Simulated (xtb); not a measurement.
YOF, SMILES [O]=[Y][F]. All values are semi-empirical tight-binding results from xtb (GFN2-xTB unless named), good for trends rather than for accurate numbers. Geometry: GFN2-xTB.

For metal compounds this method's bond lengths and energies can be far off.

Computed properties:
```json
{
  "point_group_as_xtb_finds_it": "Cs",
  "orbital_gap": "1.33 eV",
  "zero_point_energy": "1.2 kcal/mol",
  "G − E(el) at 298.15 K (modified RRHO)": "-16.4 kcal/mol"
}
```
